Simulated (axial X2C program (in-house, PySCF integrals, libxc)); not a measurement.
**Nuclear properties of SiTe⁺**

Computed with an axial X2C code built on PySCF integrals: two-component X2C with atomic mean-field Coulomb and Gaunt terms, Gaussian nuclei, basis Te dyall-cv3z, Si dyall-v3z with contracted cores.

R = 2.419 Å (near the PBE0 minimum at charge 1 of the determinant lowest at the starting distance; the state shown can have its own minimum elsewhere).

Input and command:
```json
{"zs": [52, 14], "q": 1, "bas": ["dyall-cv3z", "dyall-v3z"], "r0": 2.35, "levels": ["PBE0", "HF", "LDA", "PBE", "BP86"], "nst": 3}
```
```bash
python soeom.py task.json out
```

Keys: zs atomic numbers; q charge; bas basis sets; r0 starting distance in Å; levels methods; nst determinants followed.

Determinant lowest in the PBE0 search, Ω = 3/2 (⟨Sz⟩ = 0.50, ⟨Lz⟩ = 1.00 at PBE0), spin on the atoms Te 0.43, Si 0.07:

```csv
level,Eeff magnitude (GV/cm),Ws magnitude Te (kHz),A∥/gI Te (MHz),qzz Te (a.u.),A∥/gI Si (MHz),qzz Si (a.u.)
PBE0,0.847,0.254,401,-3.20,33,-1.72
HF,3.06,1.14,366,-2.17,53.4,-2.00
LDA,0.545,0.136,465,-3.72,34.9,-1.61
PBE,0.653,0.181,416,-3.61,33.7,-1.61
BP86,0.646,0.178,434,-3.59,34.2,-1.61
```

Eeff is the effective electric field on the electron electric dipole moment in this Ω state and Ws the scalar–pseudoscalar constant of the nucleus named (defined with the proton number Z and per Ω); A∥ (defined per Ω) follows by multiplying with gI = μI/(I μN); qzz is the electric field gradient, eQq0 = 234.96 MHz × Q/barn × qzz. The operators were transformed with the bare-nucleus X2C matrices; with these basis sets, hyperfine constants and field gradients can be off by tens of per cent, and where levels differ in sign neither size nor sign is settled.

Q: With gI(125Te) = -1.7770, gI(29Si) = -1.1106 (g factors from the IAEA table of nuclear moments by Stone), turn the PBE0 values of the first state into constants in MHz.

A: A∥(125Te) = 401 × -1.7770 = -713 MHz; A∥(29Si) = 33 × -1.1106 = -36.6 MHz.

Each state is one determinant with collinear spin. Unrestricted Hartree–Fock can overshoot spin polarisation at the nuclei. Where Eeff spreads by more than a factor of two the levels disagree and none is to be relied on. States lie within half an eV, so the first need not be the ground state. Further determinants of the search, some of them spin-mixed, are not shown.
